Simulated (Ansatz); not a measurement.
C3H10BN can be A, `CC(C)BN`, or B, `CCB(C)N`.

Gas-phase electronic energies from Ansatz, PBE0-D4/def2-TZVP geometries. CBS: MP2 limit from def2 TZ/QZ plus the TZ coupled-cluster correction, frozen cores. DFT in def2-TZVPP. Each species was taken in one conformer, which may not be the lowest.

A:

Z-matrix (Å, degrees):
```
C
C 1 1.529
H 1 1.093 2 112.0
H 1 1.094 2 110.8 3 120.0
H 1 1.095 2 111.2 3 -120.5
C 2 1.529 1 110.3 3 177.4
B 2 1.576 1 110.3 3 -60.5
H 2 1.099 1 108.1 3 59.5
H 6 1.093 2 112.0 1 -177.4
H 6 1.094 2 110.8 1 62.6
H 6 1.095 2 111.2 1 -56.9
N 7 1.390 2 122.3 1 119.1
H 7 1.204 2 120.2 1 -60.9
H 12 1.005 7 123.3 2 179.9
H 12 1.007 7 123.0 2 -0.1
```

B:

Z-matrix (Å, degrees):
```
C
C 1 1.527
H 1 1.094 2 111.4
H 1 1.093 2 112.0 3 -120.2
H 1 1.093 2 111.4 3 119.5
B 2 1.583 1 114.9 3 -61.8
H 2 1.097 1 109.8 3 64.2
H 2 1.100 1 108.6 3 178.8
N 6 1.398 2 119.1 1 137.6
C 6 1.577 2 121.4 1 -43.1
H 9 1.006 6 123.3 2 177.7
H 9 1.006 6 123.0 2 -1.8
H 10 1.096 6 110.2 2 67.5
H 10 1.095 6 111.3 2 -49.3
H 10 1.093 6 114.0 2 -171.7
```

(1) Which is lower in electronic energy at CCSD(T)/CBS, and by how much? (Estimate.)

(2) Give E(B) − E(A) in kcal/mol with PBE-D4, MP2/def2-TZVPP, CCSD(T)/def2-SVP, HF/def2-TZVPP, PBE0-D4, LDA (SPW92), ωB97M-V. (Best estimate.)

(3) Does the order hold for the free energy at 298.15 K (harmonic terms from PBE0-D4)? (Estimate.)

Largest T1 diagnostic: 0.010.

## Answers

(1) Ansatz gave: B, by 10.7 kcal/mol.

(2) The calculation gave: PBE-D4 -11.2, MP2/def2-TZVPP -10.4, CCSD(T)/def2-SVP -9.3, HF/def2-TZVPP -10.4, PBE0-D4 -11.3, LDA (SPW92) -11.3, ωB97M-V -11.1. None reverses the order clearly.

(3) The calculation gave: Yes: G(B) − G(A) = -11.0 kcal/mol, for one conformer each. Modes under 60 cm⁻¹, often nearly free rotors, make the harmonic entropy too high.

Leaving LDA and LC-ωPBE aside and taking each functional with its dispersion term where it has one, the values, not all of them listed here, spread over 1.6 kcal/mol, from B97M-V to ωB97X-V. At CCSD(T), def2-SVP lies +1.4 kcal/mol from the extrapolated value and def2-TZVPP +0.3 kcal/mol.
